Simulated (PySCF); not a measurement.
**Working out the excitation energy of Ne+**

Ne+ [He] 2s2 2p5 (2P) → Ne+ [He] 2s1 2p6 (2S). Calculation: PySCF 2.14, in aug-cc-pVTZ-DK; scalar relativity by spin-free X2C-1e. Frozen: 1s2. Energies in hartree (1 hartree = 27.21139 eV):

```csv
part,Ne+ (lower),Ne+ (upper)
UHF,-127.947218,-126.853979
CCSD correlation,-0.211842,-0.305762
(T),-0.002767,-0.009381
```

**Question.** What does Hartree-Fock give?

**Answer.** (-126.853979) − (-127.947218) = 1.093239 hartree = 29.749 eV.

**Question.** What do CCSD and CCSD(T) give?

**Answer.** The CCSD correlation energies differ by -0.093920 hartree = -2.556 eV and the triples by -0.006614 hartree = -0.180 eV, so CCSD gives 27.193 eV and CCSD(T) 27.013 eV.

Measured between the centres of the two terms (NIST): 26.878 eV, so CCSD(T) (valence) is off by 0.135 eV.

What remains against the reference includes basis incompleteness, the frozen core and higher excitations.
